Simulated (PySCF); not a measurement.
SMILES CC(CC(C)C)=[OH+] (charge +1), singlet, GFN2-xTB optimised geometry.

```
20

C     -1.82     0.74     0.00
C     -0.36     0.74     0.00
O      0.32     0.58     1.07
C      0.39     0.88    -1.24
C      0.51    -0.52    -1.96
C      1.22    -0.29    -3.29
C      1.28    -1.52    -1.10
H     -2.22     0.30    -0.91
H     -2.16     1.78     0.00
H     -2.25     0.25     0.88
H     -0.18     0.44     1.90
H      1.41     1.22    -1.04
H     -0.11     1.54    -1.93
H     -0.50    -0.90    -2.15
H      2.23     0.07    -3.13
H      0.69     0.42    -3.91
H      1.28    -1.24    -3.83
H      0.73    -1.78    -0.20
H      1.44    -2.43    -1.66
H      2.25    -1.12    -0.81
```

Density from CAM-B3LYP/def2-SVP (PySCF 2.14.0) at that geometry.

Minimum of the electron density along straight lines between bonded atoms, close to the bond critical point (lines longer than 1.1 times the sum of covalent radii, or with two minima, are not listed):

```json
[
 {"bond": "C1–C2", "length / Å": "1.464", "ρ at the minimum / e bohr⁻³": "0.279", "∇²ρ there / e bohr⁻⁵": "-0.73", "position (fraction from the first atom)": "0.46"},
 {"bond": "C2–O3", "length / Å": "1.276", "ρ at the minimum / e bohr⁻³": "0.344", "∇²ρ there / e bohr⁻⁵": "?", "position (fraction from the first atom)": "0.33"},
 {"bond": "C2–C4", "length / Å": "1.454", "ρ at the minimum / e bohr⁻³": "0.284", "∇²ρ there / e bohr⁻⁵": "-0.76", "position (fraction from the first atom)": "0.56"},
 {"bond": "C4–C5", "length / Å": "1.582", "ρ at the minimum / e bohr⁻³": "0.211", "∇²ρ there / e bohr⁻⁵": "?", "position (fraction from the first atom)": "0.53"},
 {"bond": "C5–C6", "length / Å": "1.521", "ρ at the minimum / e bohr⁻³": "0.248", "∇²ρ there / e bohr⁻⁵": "-0.58", "position (fraction from the first atom)": "0.52"},
 {"bond": "C5–C7", "length / Å": "1.520", "ρ at the minimum / e bohr⁻³": "0.250", "∇²ρ there / e bohr⁻⁵": "-0.59", "position (fraction from the first atom)": "0.51"},
 {"bond": "C1–H8", "length / Å": "1.089", "ρ at the minimum / e bohr⁻³": "0.276", "∇²ρ there / e bohr⁻⁵": "-1.08", "position (fraction from the first atom)": "0.65"},
 {"bond": "C1–H9", "length / Å": "1.096", "ρ at the minimum / e bohr⁻³": "0.268", "∇²ρ there / e bohr⁻⁵": "-1.01", "position (fraction from the first atom)": "0.65"},
 {"bond": "C1–H10", "length / Å": "1.090", "ρ at the minimum / e bohr⁻³": "0.277", "∇²ρ there / e bohr⁻⁵": "-1.06", "position (fraction from the first atom)": "0.65"},
 {"bond": "O3–H11", "length / Å": "0.977", "ρ at the minimum / e bohr⁻³": "0.334", "∇²ρ there / e bohr⁻⁵": "?", "position (fraction from the first atom)": "0.83"},
 {"bond": "C4–H12", "length / Å": "1.090", "ρ at the minimum / e bohr⁻³": "0.280", "∇²ρ there / e bohr⁻⁵": "-1.09", "position (fraction from the first atom)": "0.65"},
 {"bond": "C4–H13", "length / Å": "1.089", "ρ at the minimum / e bohr⁻³": "0.279", "∇²ρ there / e bohr⁻⁵": "-1.07", "position (fraction from the first atom)": "0.64"},
 {"bond": "C5–H14", "length / Å": "1.094", "ρ at the minimum / e bohr⁻³": "0.280", "∇²ρ there / e bohr⁻⁵": "-1.04", "position (fraction from the first atom)": "0.63"},
 {"bond": "C6–H15", "length / Å": "1.087", "ρ at the minimum / e bohr⁻³": "0.279", "∇²ρ there / e bohr⁻⁵": "-1.05", "position (fraction from the first atom)": "0.63"},
 {"bond": "C6–H16", "length / Å": "1.086", "ρ at the minimum / e bohr⁻³": "0.279", "∇²ρ there / e bohr⁻⁵": "-1.05", "position (fraction from the first atom)": "0.63"},
 {"bond": "C6–H17", "length / Å": "1.087", "ρ at the minimum / e bohr⁻³": "0.279", "∇²ρ there / e bohr⁻⁵": "-1.06", "position (fraction from the first atom)": "0.64"},
 {"bond": "C7–H18", "length / Å": "1.087", "ρ at the minimum / e bohr⁻³": "0.277", "∇²ρ there / e bohr⁻⁵": "-1.01", "position (fraction from the first atom)": "0.62"},
 {"bond": "C7–H19", "length / Å": "1.087", "ρ at the minimum / e bohr⁻³": "0.279", "∇²ρ there / e bohr⁻⁵": "-1.06", "position (fraction from the first atom)": "0.64"},
 {"bond": "C7–H20", "length / Å": "1.087", "ρ at the minimum / e bohr⁻³": "0.278", "∇²ρ there / e bohr⁻⁵": "-1.04", "position (fraction from the first atom)": "0.63"}
]
```

Task: What belongs in the gaps?

Result: 
- C2–O3, ∇²ρ there / e bohr⁻⁵: 0.10
- C4–C5, ∇²ρ there / e bohr⁻⁵: -0.43
- O3–H11, ∇²ρ there / e bohr⁻⁵: -2.51
